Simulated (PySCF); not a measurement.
Trend along the fourth-period p block: MCa cations

CCSD(T) with double-zeta basis sets in PySCF, for the lowest determinant that a PBE0 search found; no spin–orbit coupling. De refers to high-spin ground-configuration atoms (the charge goes to the atom of lower measured ionisation energy or higher electron affinity, which is not always the lowest computed limit).

```csv
M,basis,"reference, frozen orbitals",charged atom,state (unpaired electrons),Re (Å),ωe (cm⁻¹),De (eV)
Ga,pcseg-1,"RHF, 14",Ga+,singlet (closed shell),3.544,125,1.35
Ge,pcseg-1,"UHF, 14",Ca+,"quartet (σ ↑, π ↑↑)",2.800,232,1.00
As,aug-pcseg-1,"UHF, 14",Ca+,triplet (π ↑↑),2.900,209,0.96
Se,def2-SVP,"UHF, 14",Ca+,doublet (π ↑),2.656,285,1.93
Br,x2c-SVPall,"RHF, 14",Ca+,singlet (closed shell),2.520,336,3.28
```

The shortest bond is that of CaBr⁺ (2.520 Å), the longest that of CaGa⁺ (3.544 Å).

The rows differ in basis set, which adds steps of its own.

The state changes along the series, so neighbouring rows are not always alike in their bonding.

Correlated steps freeze 14 core orbitals. Correlated levels converge slowly with the basis: in double zeta they bind strong bonds too weakly, by up to about 1 eV, and carry superposition errors of some tenths. For an ion De counts to the pair picked by the measured ionisation energies or electron affinities, which need not be the lowest pair at this level. Where the molecule has an RHF reference, its open-shell atoms are computed with UHF. States were picked by a PBE0 search and need not be the measured ground states.
